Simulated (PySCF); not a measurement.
This script is equivalent to a calculation on Cr+ (chromium, charge +1).

```python
from pyscf import gto, scf, dft, mp, cc
import basis_set_exchange as bse
mol = gto.M(atom="Cr 0 0 0", charge=1, spin=5, symmetry="D2h",
            basis=gto.basis.parse(bse.get_basis("aug-cc-pVDZ-DK", elements=["Cr"], fmt="nwchem", header=False)),
            nucmod="G")
mf = dft.UKS(mol, xc="LDA,VWN").sfx2c1e()
mf.irrep_nelec = {'Ag': (5, 3), 'B1g': (1, 0), 'B2g': (1, 0), 'B3g': (1, 0), 'B1u': (2, 2), 'B2u': (2, 2), 'B3u': (2, 2)}
mf.kernel()
```

(1) What total energy does it give?

(2) Which occupied shell lies highest, and where?

(3) What is ⟨S²⟩, and what would a pure spin state give?

## Answers

(1) -1048.189 hartree (calculated).

(2) 3d α, at -10.915 eV.

(3) 8.750, against 8.75.
